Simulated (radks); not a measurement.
The numbers below are computed, except where a source is named.
Species: Sr3+. Configuration: [Ar] 3d10 4s2 4p5.

Level of theory: scalar-relativistic Kohn-Sham, PBE, spin-unpolarised, spherical densities, point nucleus (a radial shooting solver on a logarithmic mesh with Libxc functionals).

Energy parts (hartree):
| part | energy |
|---|---|
| total | -3177.28223 |
| kinetic | 3258.36370 |
| electron-nucleus | -7613.87605 |
| Hartree | 1282.31737 |
| exchange-correlation | -104.08726 |

Orbitals (lengths in bohr, moments of r in powers of bohr; <r^-3> diverges for s and p1/2):
orbital  occ.  eigenvalue (hartree)      <r>       <r^4>     <r^2>  <r^-3>
1s          2             -586.8258  0.03916  0.00001103  0.002067       -
2s          2             -80.43052   0.1725    0.002121   0.03507       -
2p          6             -71.59243   0.1504    0.001528   0.02765    1803
3s          2             -13.37901   0.4919      0.1209    0.2777       -
3p          6             -10.52597   0.4982      0.1394    0.2897   279.2
3d         10              -5.81610   0.4974      0.1849    0.3015   35.32
4s          2              -2.53681    1.325       5.956     1.986       -
4p          5              -1.84373    1.492       10.08     2.539   34.39

The highest occupied level is 4p at -50.171 eV. The density falls to 0.001 e/bohr^3 at r = 3.15 bohr. Summed over all electrons, <r^2> = 22.22 bohr^2, which gives a Langevin (diamagnetic) susceptibility term of -17.6 x 10^-6 cm^3/mol. For comparison, the ionisation energy in NIST's Atomic Spectra Database is 56.280 eV (semi-empirical). In exact Kohn-Sham theory the highest level is minus the ionisation energy, but local and semilocal functionals leave it too shallow, through self-interaction and a potential that decays too fast; potentials with the right tail come closer.

Beside tabulated values, note that spin-unpolarised runs miss the spin-polarisation part of the exchange energy of open shells.
